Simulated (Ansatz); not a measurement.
A short molecular-dynamics run on `CS[CH2][GaH2]`.

```yaml
crystal:
  periodic: [false, false, false]
  atoms:
    - {symbol: C, position_ang: [0.003852, 1.693980, -0.081037]}
    - {symbol: S, position_ang: [0.144904, 0.388748, 1.147745]}
    - {symbol: C, position_ang: [-0.897710, -0.909476, 0.377213]}
    - {symbol: Ga, position_ang: [0.837379, -1.572516, -0.306293]}
    - {symbol: H, position_ang: [0.749077, 2.451807, 0.160436]}
    - {symbol: H, position_ang: [-0.992255, 2.136116, -0.036662]}
    - {symbol: H, position_ang: [0.199488, 1.304551, -1.080194]}
    - {symbol: H, position_ang: [-1.638698, -0.449907, -0.272611]}
    - {symbol: H, position_ang: [-1.381148, -1.470303, 1.173990]}
    - {symbol: H, position_ang: [1.382216, -0.928895, -1.626061]}
    - {symbol: H, position_ang: [1.592905, -2.644094, 0.543463]}
basis:
  gaussian: {orbitals: "6-31G*"}
hamiltonian: {xc: {name: PBE}, dispersion: d4}
md: {timestep: 0.5 fs, n_steps: 50, ensemble: nvt_nose_hoover, temperature: 500, initial_velocities: maxwell_boltzmann, seed: 888}
```

```sh
$ ansatz run in.yaml --threads 4 --pin off --events-out ev --progress --plain --max-ram 10444MiB
```

```json
{"step": "0", "time (fs)": "0.0", "potential energy (eV)": "-65377.5201", "kinetic (eV)": "0.5817", "T (K)": "500", "conserved (eV)": "-65376.9384"}
{"step": "1", "time (fs)": "0.5", "potential energy (eV)": "-65377.5021", "kinetic (eV)": "0.5641", "T (K)": "485", "conserved (eV)": "-65376.9380"}
{"step": "2", "time (fs)": "1.0", "potential energy (eV)": "-65377.4581", "kinetic (eV)": "0.5211", "T (K)": "448", "conserved (eV)": "-65376.9370"}
{"step": "3", "time (fs)": "1.5", "potential energy (eV)": "-65377.4036", "kinetic (eV)": "0.4678", "T (K)": "402", "conserved (eV)": "-65376.9358"}
{"step": "4", "time (fs)": "2.0", "potential energy (eV)": "-65377.3567", "kinetic (eV)": "0.4217", "T (K)": "362", "conserved (eV)": "-65376.9350"}
{"step": "5", "time (fs)": "2.5", "potential energy (eV)": "-65377.3302", "kinetic (eV)": "0.3954", "T (K)": "340", "conserved (eV)": "-65376.9348"}
{"step": "6", "time (fs)": "3.0", "potential energy (eV)": "-65377.3267", "kinetic (eV)": "0.3914", "T (K)": "336", "conserved (eV)": "-65376.9353"}
{"step": "7", "time (fs)": "3.5", "potential energy (eV)": "-65377.3390", "kinetic (eV)": "0.4029", "T (K)": "346", "conserved (eV)": "-65376.9361"}
{"step": "8", "time (fs)": "4.0", "potential energy (eV)": "-65377.3546", "kinetic (eV)": "0.4179", "T (K)": "359", "conserved (eV)": "-65376.9368"}
{"step": "9", "time (fs)": "4.5", "potential energy (eV)": "-65377.3625", "kinetic (eV)": "0.4254", "T (K)": "366", "conserved (eV)": "-65376.9372"}
{"step": "10", "time (fs)": "5.0", "potential energy (eV)": "-65377.3562", "kinetic (eV)": "0.4192", "T (K)": "360", "conserved (eV)": "-65376.9372"}
{"step": "11", "time (fs)": "5.5", "potential energy (eV)": "-65377.3350", "kinetic (eV)": "0.3983", "T (K)": "342", "conserved (eV)": "-65376.9369"}
{"step": "12", "time (fs)": "6.0", "potential energy (eV)": "-65377.3027", "kinetic (eV)": "0.3664", "T (K)": "315", "conserved (eV)": "-65376.9365"}
{"step": "13", "time (fs)": "6.5", "potential energy (eV)": "-65377.2653", "kinetic (eV)": "0.3296", "T (K)": "283", "conserved (eV)": "-65376.9360"}
{"step": "14", "time (fs)": "7.0", "potential energy (eV)": "-65377.2306", "kinetic (eV)": "0.2954", "T (K)": "254", "conserved (eV)": "-65376.9356"}
{"step": "15", "time (fs)": "7.5", "potential energy (eV)": "-65377.2061", "kinetic (eV)": "0.2714", "T (K)": "233", "conserved (eV)": "-65376.9352"}
{"step": "16", "time (fs)": "8.0", "potential energy (eV)": "-65377.1983", "kinetic (eV)": "0.2638", "T (K)": "227", "conserved (eV)": "-65376.9349"}
{"step": "17", "time (fs)": "8.5", "potential energy (eV)": "-65377.2104", "kinetic (eV)": "0.2759", "T (K)": "237", "conserved (eV)": "-65376.9351"}
{"step": "18", "time (fs)": "9.0", "potential energy (eV)": "-65377.2405", "kinetic (eV)": "0.3056", "T (K)": "263", "conserved (eV)": "-65376.9356"}
{"step": "19", "time (fs)": "9.5", "potential energy (eV)": "-65377.2803", "kinetic (eV)": "0.3446", "T (K)": "296", "conserved (eV)": "-65376.9364"}
{"step": "20", "time (fs)": "10.0", "potential energy (eV)": "-65377.3169", "kinetic (eV)": "0.3804", "T (K)": "327", "conserved (eV)": "-65376.9374"}
{"step": "21", "time (fs)": "10.5", "potential energy (eV)": "-65377.3363", "kinetic (eV)": "0.3993", "T (K)": "343", "conserved (eV)": "-65376.9380"}
{"step": "22", "time (fs)": "11.0", "potential energy (eV)": "-65377.3287", "kinetic (eV)": "0.3918", "T (K)": "337", "conserved (eV)": "-65376.9381"}
{"step": "23", "time (fs)": "11.5", "potential energy (eV)": "-65377.2932", "kinetic (eV)": "0.3569", "T (K)": "307", "conserved (eV)": "-65376.9376"}
{"step": "24", "time (fs)": "12.0", "potential energy (eV)": "-65377.2390", "kinetic (eV)": "0.3039", "T (K)": "261", "conserved (eV)": "-65376.9365"}
{"step": "25", "time (fs)": "12.5", "potential energy (eV)": "-65377.1832", "kinetic (eV)": "0.2495", "T (K)": "214", "conserved (eV)": "-65376.9353"}
{"step": "26", "time (fs)": "13.0", "potential energy (eV)": "-65377.1442", "kinetic (eV)": "0.2113", "T (K)": "182", "conserved (eV)": "-65376.9345"}
{"step": "27", "time (fs)": "13.5", "potential energy (eV)": "-65377.1335", "kinetic (eV)": "0.2007", "T (K)": "173", "conserved (eV)": "-65376.9346"}
{"step": "28", "time (fs)": "14.0", "potential energy (eV)": "-65377.1511", "kinetic (eV)": "0.2178", "T (K)": "187", "conserved (eV)": "-65376.9352"}
{"step": "29", "time (fs)": "14.5", "potential energy (eV)": "-65377.1868", "kinetic (eV)": "0.2527", "T (K)": "217", "conserved (eV)": "-65376.9362"}
{"step": "30", "time (fs)": "15.0", "potential energy (eV)": "-65377.2259", "kinetic (eV)": "0.2911", "T (K)": "250", "conserved (eV)": "-65376.9370"}
{"step": "31", "time (fs)": "15.5", "potential energy (eV)": "-65377.2553", "kinetic (eV)": "0.3202", "T (K)": "275", "conserved (eV)": "-65376.9374"}
{"step": "32", "time (fs)": "16.0", "potential energy (eV)": "-65377.2675", "kinetic (eV)": "0.3326", "T (K)": "286", "conserved (eV)": "-65376.9374"}
{"step": "33", "time (fs)": "16.5", "potential energy (eV)": "-65377.2611", "kinetic (eV)": "0.3267", "T (K)": "281", "conserved (eV)": "-65376.9372"}
{"step": "34", "time (fs)": "17.0", "potential energy (eV)": "-65377.2395", "kinetic (eV)": "0.3056", "T (K)": "263", "conserved (eV)": "-65376.9368"}
{"step": "35", "time (fs)": "17.5", "potential energy (eV)": "-65377.2089", "kinetic (eV)": "0.2757", "T (K)": "237", "conserved (eV)": "-65376.9363"}
{"step": "36", "time (fs)": "18.0", "potential energy (eV)": "-65377.1773", "kinetic (eV)": "0.2449", "T (K)": "210", "conserved (eV)": "-65376.9358"}
{"step": "37", "time (fs)": "18.5", "potential energy (eV)": "-65377.1529", "kinetic (eV)": "0.2211", "T (K)": "190", "conserved (eV)": "-65376.9353"}
{"step": "38", "time (fs)": "19.0", "potential energy (eV)": "-65377.1425", "kinetic (eV)": "0.2111", "T (K)": "181", "conserved (eV)": "-65376.9351"}
{"step": "39", "time (fs)": "19.5", "potential energy (eV)": "-65377.1495", "kinetic (eV)": "0.2181", "T (K)": "187", "conserved (eV)": "-65376.9352"}
{"step": "40", "time (fs)": "20.0", "potential energy (eV)": "-65377.1718", "kinetic (eV)": "0.2401", "T (K)": "206", "conserved (eV)": "-65376.9357"}
{"step": "41", "time (fs)": "20.5", "potential energy (eV)": "-65377.2016", "kinetic (eV)": "0.2693", "T (K)": "232", "conserved (eV)": "-65376.9365"}
{"step": "42", "time (fs)": "21.0", "potential energy (eV)": "-65377.2270", "kinetic (eV)": "0.2943", "T (K)": "253", "conserved (eV)": "-65376.9373"}
{"step": "43", "time (fs)": "21.5", "potential energy (eV)": "-65377.2361", "kinetic (eV)": "0.3031", "T (K)": "261", "conserved (eV)": "-65376.9378"}
{"step": "44", "time (fs)": "22.0", "potential energy (eV)": "-65377.2214", "kinetic (eV)": "0.2887", "T (K)": "248", "conserved (eV)": "-65376.9377"}
{"step": "45", "time (fs)": "22.5", "potential energy (eV)": "-65377.1844", "kinetic (eV)": "0.2526", "T (K)": "217", "conserved (eV)": "-65376.9371"}
{"step": "46", "time (fs)": "23.0", "potential energy (eV)": "-65377.1358", "kinetic (eV)": "0.2054", "T (K)": "177", "conserved (eV)": "-65376.9360"}
{"step": "47", "time (fs)": "23.5", "potential energy (eV)": "-65377.0928", "kinetic (eV)": "0.1636", "T (K)": "141", "conserved (eV)": "-65376.9349"}
{"step": "48", "time (fs)": "24.0", "potential energy (eV)": "-65377.0716", "kinetic (eV)": "0.1431", "T (K)": "123", "conserved (eV)": "-65376.9344"}
{"step": "49", "time (fs)": "24.5", "potential energy (eV)": "-65377.0803", "kinetic (eV)": "0.1518", "T (K)": "130", "conserved (eV)": "-65376.9346"}
{"step": "50", "time (fs)": "25.0", "potential energy (eV)": "-65377.1154", "kinetic (eV)": "0.1862", "T (K)": "160", "conserved (eV)": "-65376.9355"}
```

Velocities are drawn at the set temperature; a run this short doesn't reach equilibrium.

Frames (Å, forces in eV/Å):

```xyz
11
time=0.0 fs
C     0.004    1.694   -0.081   -0.017    0.095   -0.086
S     0.145    0.389    1.148    0.320    0.034    0.731
C    -0.898   -0.909    0.377    0.033   -0.185   -0.133
Ga    0.837   -1.573   -0.306   -0.024   -0.204   -0.151
H     0.749    2.452    0.160    0.241    0.277    0.047
H    -0.992    2.136   -0.037   -0.338    0.187   -0.018
H     0.199    1.305   -1.080    0.069   -0.104   -0.371
H    -1.639   -0.450   -0.273   -0.266    0.116   -0.264
H    -1.381   -1.470    1.174   -0.157   -0.235    0.244
H     1.382   -0.929   -1.626    0.061    0.094   -0.104
H     1.593   -2.644    0.543    0.079   -0.076    0.104
11
time=1.5 fs
C    -0.005    1.689   -0.075    1.221    0.442   -0.828
S     0.153    0.396    1.151    0.123   -0.405    0.817
C    -0.905   -0.917    0.368    1.770    0.152   -0.231
Ga    0.837   -1.573   -0.307    0.157   -0.591    0.304
H     0.756    2.488    0.161   -0.553   -0.602   -0.234
H    -0.994    2.115   -0.051   -0.801    0.420    0.092
H     0.183    1.279   -1.096    0.044    0.262    0.392
H    -1.602   -0.447   -0.259   -1.232    0.783   -1.231
H    -1.397   -1.485    1.104   -0.704   -0.894    1.373
H     1.381   -0.932   -1.619    0.141    0.099   -0.177
H     1.577   -2.675    0.605   -0.166    0.333   -0.275
11
time=3.0 fs
C    -0.012    1.685   -0.069    1.316    0.749   -1.314
S     0.161    0.403    1.155   -0.058   -0.757    0.878
C    -0.910   -0.925    0.359    1.768    0.330   -0.198
Ga    0.836   -1.573   -0.308    0.285   -0.834    0.605
H     0.752    2.513    0.156   -0.889   -1.017   -0.340
H    -1.012    2.101   -0.064   -0.605    0.357    0.163
H     0.168    1.259   -1.105    0.062    0.480    0.797
H    -1.590   -0.427   -0.270   -1.149    0.753   -1.193
H    -1.426   -1.517    1.062   -0.617   -0.747    1.358
H     1.382   -0.933   -1.616    0.190    0.082   -0.196
H     1.559   -2.699    0.660   -0.302    0.604   -0.561
11
time=4.5 fs
C    -0.017    1.683   -0.067    0.397    0.902   -1.409
S     0.168    0.409    1.159   -0.227   -1.013    0.886
C    -0.912   -0.932    0.349    0.186    0.403   -0.171
Ga    0.836   -1.574   -0.308    0.372   -0.922    0.724
H     0.730    2.516    0.145   -0.707   -0.865   -0.272
H    -1.041    2.096   -0.074    0.062    0.087    0.216
H     0.154    1.249   -1.097    0.127    0.473    0.703
H    -1.601   -0.393   -0.306   -0.184   -0.017   -0.226
H    -1.468   -1.564    1.048    0.110    0.187    0.425
H     1.388   -0.932   -1.618    0.197    0.037   -0.149
H     1.533   -2.710    0.704   -0.334    0.728   -0.728
11
time=6.0 fs
C    -0.021    1.682   -0.066   -0.914    0.663   -1.109
S     0.176    0.415    1.165   -0.391   -1.188    0.822
C    -0.913   -0.939    0.339   -1.185    0.479   -0.193
Ga    0.835   -1.575   -0.309    0.410   -0.863    0.684
H     0.693    2.502    0.128   -0.052   -0.154   -0.059
H    -1.070    2.092   -0.078    0.638   -0.151    0.246
H     0.143    1.248   -1.075    0.223    0.243    0.145
H    -1.616   -0.360   -0.346    0.619   -0.737    0.654
H    -1.508   -1.608    1.043    0.766    1.020   -0.364
H     1.397   -0.931   -1.622    0.166   -0.027   -0.052
H     1.501   -2.705    0.732   -0.279    0.715   -0.773
11
time=7.5 fs
C    -0.027    1.682   -0.068   -1.976    0.109   -0.556
S     0.183    0.419    1.170   -0.540   -1.297    0.686
C    -0.917   -0.944    0.329   -1.619    0.598   -0.222
Ga    0.835   -1.576   -0.309    0.373   -0.663    0.516
H     0.656    2.484    0.110    0.779    0.805    0.203
H    -1.086    2.085   -0.078    0.797   -0.229    0.240
H     0.137    1.253   -1.050    0.317   -0.109   -0.630
H    -1.619   -0.341   -0.373    0.893   -1.026    1.016
H    -1.532   -1.630    1.031    1.014    1.339   -0.629
H     1.411   -0.930   -1.627    0.112   -0.094    0.066
H     1.463   -2.686    0.743   -0.150    0.568   -0.689
11
time=9.0 fs
C    -0.036    1.683   -0.071   -1.919   -0.176   -0.128
S     0.191    0.423    1.176   -0.665   -1.355    0.491
C    -0.923   -0.948    0.318   -1.106    0.755   -0.232
Ga    0.835   -1.578   -0.309    0.242   -0.326    0.241
H     0.634    2.484    0.096    1.062    1.145    0.310
H    -1.085    2.074   -0.072    0.465   -0.126    0.200
H     0.137    1.256   -1.037    0.334   -0.316   -1.049
H    -1.603   -0.344   -0.379    0.663   -0.842    0.837
H    -1.535   -1.624    1.006    0.822    1.109   -0.379
H     1.426   -0.931   -1.631    0.052   -0.148    0.169
H     1.422   -2.654    0.740    0.050    0.279   -0.460
11
time=10.5 fs
C    -0.048    1.683   -0.074   -0.459    0.053   -0.188
S     0.197    0.426    1.183   -0.772   -1.367    0.247
C    -0.931   -0.952    0.307    0.346    0.906   -0.186
Ga    0.835   -1.579   -0.309    0.025    0.121   -0.122
H     0.634    2.506    0.088    0.485    0.467    0.189
H    -1.075    2.060   -0.062   -0.253    0.118    0.137
H     0.145    1.252   -1.047    0.195   -0.172   -0.698
H    -1.574   -0.364   -0.368   -0.055   -0.153    0.099
H    -1.520   -1.595    0.974    0.181    0.343    0.377
H     1.443   -0.935   -1.632    0.002   -0.176    0.232
H     1.382   -2.617    0.728    0.304   -0.141   -0.086
11
time=12.0 fs
C    -0.061    1.683   -0.077    1.273    0.351   -0.571
S     0.203    0.428    1.189   -0.868   -1.325   -0.040
C    -0.938   -0.953    0.295    2.198    0.940   -0.029
Ga    0.835   -1.581   -0.309   -0.221    0.580   -0.499
H     0.644    2.537    0.084   -0.312   -0.463    0.014
H    -1.071    2.048   -0.050   -0.898    0.339    0.063
H     0.156    1.245   -1.070   -0.059    0.166    0.073
H    -1.547   -0.387   -0.356   -1.010    0.805   -0.933
H    -1.503   -1.560    0.950   -0.637   -0.614    1.327
H     1.460   -0.943   -1.627   -0.028   -0.173    0.238
H     1.348   -2.582    0.713    0.561   -0.606    0.357
11
time=13.5 fs
C    -0.072    1.684   -0.082    1.948    0.569   -0.800
S     0.209    0.430    1.196   -0.951   -1.229   -0.349
C    -0.942   -0.953    0.283    2.739    0.829    0.206
Ga    0.835   -1.582   -0.309   -0.382    0.857   -0.715
H     0.648    2.560    0.081   -0.768   -0.968   -0.081
H    -1.084    2.044   -0.036   -0.829    0.306   -0.030
H     0.166    1.241   -1.093   -0.295    0.411    0.659
H    -1.540   -0.393   -0.362   -1.320    1.140   -1.249
H    -1.497   -1.536    0.954   -0.838   -0.846    1.501
H     1.476   -0.955   -1.618   -0.029   -0.140    0.181
H     1.326   -2.561    0.706    0.724   -0.929    0.677
11
time=15.0 fs
C    -0.080    1.686   -0.088    1.372    0.689   -0.624
S     0.214    0.430    1.202   -1.020   -1.093   -0.657
C    -0.941   -0.951    0.272    1.342    0.784    0.412
Ga    0.835   -1.583   -0.309   -0.370    0.780   -0.591
H     0.636    2.562    0.076   -0.755   -0.899   -0.069
H    -1.114    2.046   -0.022   -0.081    0.034   -0.151
H     0.170    1.246   -1.101   -0.413    0.426    0.776
H    -1.560   -0.377   -0.393   -0.584    0.444   -0.383
H    -1.509   -1.528    0.988   -0.197   -0.155    0.540
H     1.492   -0.970   -1.604    0.002   -0.085    0.072
H     1.320   -2.559    0.713    0.705   -0.924    0.676
11
time=16.5 fs
C    -0.085    1.689   -0.095    0.186    0.492   -0.065
S     0.218    0.430    1.208   -1.080   -0.940   -0.949
C    -0.937   -0.948    0.262   -0.337    0.844    0.615
Ga    0.834   -1.584   -0.310   -0.209    0.384   -0.146
H     0.608    2.546    0.069   -0.286   -0.275    0.050
H    -1.146    2.048   -0.012    0.674   -0.234   -0.261
H     0.166    1.260   -1.095   -0.377    0.201    0.391
H    -1.592   -0.352   -0.433    0.344   -0.417    0.666
H    -1.524   -1.525    1.034    0.514    0.565   -0.593
H     1.508   -0.986   -1.589    0.054   -0.019   -0.062
H     1.329   -2.576    0.734    0.517   -0.601    0.354
11
time=18.0 fs
C    -0.090    1.693   -0.102   -0.947   -0.047    0.694
S     0.221    0.429    1.213   -1.125   -0.784   -1.212
C    -0.934   -0.943    0.252   -1.193    0.904    0.816
Ga    0.834   -1.585   -0.310   -0.001   -0.115    0.397
H     0.575    2.525    0.064    0.459    0.684    0.235
H    -1.165    2.046   -0.007    0.968   -0.337   -0.306
H     0.153    1.278   -1.080   -0.208   -0.175   -0.334
H    -1.617   -0.334   -0.459    0.857   -0.843    1.195
H    -1.530   -1.509    1.067    0.830    0.828   -1.212
H     1.525   -1.003   -1.576    0.106    0.039   -0.183
H     1.348   -2.606    0.763    0.256   -0.154   -0.089
11
time=19.5 fs
C    -0.097    1.697   -0.107   -1.213   -0.465    1.271
S     0.224    0.427    1.218   -1.151   -0.632   -1.438
C    -0.933   -0.937    0.244   -1.114    0.918    0.947
Ga    0.833   -1.586   -0.311    0.177   -0.517    0.823
H     0.551    2.518    0.064    0.897    1.239    0.326
H    -1.163    2.036   -0.009    0.669   -0.243   -0.256
H     0.136    1.292   -1.072   -0.019   -0.462   -0.901
H    -1.625   -0.334   -0.460    0.883   -0.784    1.140
H    -1.518   -1.477    1.076    0.722    0.635   -1.197
H     1.544   -1.019   -1.566    0.131    0.074   -0.249
H     1.373   -2.640    0.790    0.017    0.237   -0.466
11
time=21.0 fs
C    -0.105    1.700   -0.111   -0.075   -0.370    1.260
S     0.226    0.425    1.221   -1.162   -0.482   -1.623
C    -0.934   -0.929    0.238   -0.083    0.857    0.943
Ga    0.833   -1.587   -0.311    0.308   -0.746    1.037
H     0.545    2.536    0.071    0.558    0.779    0.173
H    -1.148    2.022   -0.016   -0.148    0.017   -0.119
H     0.118    1.296   -1.082    0.057   -0.411   -0.750
H    -1.615   -0.350   -0.437    0.398   -0.247    0.512
H    -1.491   -1.431    1.060    0.198    0.026   -0.497
H     1.566   -1.034   -1.562    0.110    0.078   -0.236
H     1.399   -2.669    0.807   -0.160    0.499   -0.701
11
time=22.5 fs
C    -0.114    1.703   -0.112    1.560   -0.067    0.746
S     0.227    0.423    1.224   -1.164   -0.329   -1.769
C    -0.935   -0.919    0.233    1.676    0.674    0.841
Ga    0.833   -1.588   -0.310    0.410   -0.814    1.037
H     0.550    2.569    0.080   -0.149   -0.172   -0.103
H    -1.136    2.008   -0.026   -1.000    0.290    0.037
H     0.102    1.293   -1.108    0.029   -0.092   -0.013
H    -1.597   -0.371   -0.404   -0.533    0.663   -0.557
H    -1.460   -1.386    1.034   -0.600   -0.834    0.722
H     1.591   -1.047   -1.562    0.040    0.056   -0.152
H     1.421   -2.687    0.809   -0.269    0.624   -0.790
11
time=24.0 fs
C    -0.120    1.705   -0.112    2.147    0.207    0.251
S     0.227    0.420    1.225   -1.157   -0.175   -1.868
C    -0.933   -0.908    0.230    2.755    0.433    0.885
Ga    0.833   -1.589   -0.310    0.507   -0.756    0.857
H     0.553    2.600    0.088   -0.627   -0.838   -0.301
H    -1.144    2.000   -0.035   -1.050    0.327    0.116
H     0.086    1.287   -1.134    0.010    0.209    0.684
H    -1.590   -0.378   -0.383   -1.177    1.264   -1.266
H    -1.442   -1.357    1.023   -1.034   -1.316    1.420
H     1.616   -1.059   -1.566   -0.063    0.024   -0.031
H     1.438   -2.692    0.795   -0.311    0.621   -0.746
11
time=25.0 fs
C    -0.122    1.707   -0.112    1.721    0.345    0.097
S     0.227    0.419    1.225   -1.145   -0.074   -1.903
C    -0.929   -0.901    0.229    2.285    0.362    1.054
Ga    0.833   -1.590   -0.310    0.565   -0.661    0.657
H     0.548    2.611    0.090   -0.710   -0.978   -0.346
H    -1.163    1.999   -0.039   -0.540    0.197    0.120
H     0.075    1.285   -1.144    0.033    0.311    0.921
H    -1.598   -0.369   -0.382   -0.955    1.082   -1.063
H    -1.441   -1.354    1.031   -0.817   -1.136    1.061
H     1.632   -1.066   -1.569   -0.138    0.006    0.049
H     1.446   -2.688    0.776   -0.299    0.547   -0.646
```

It took 45 s on 4 threads of an Intel Xeon Platinum 8488C on a shared host, with 0.48 GiB of host memory at the peak.
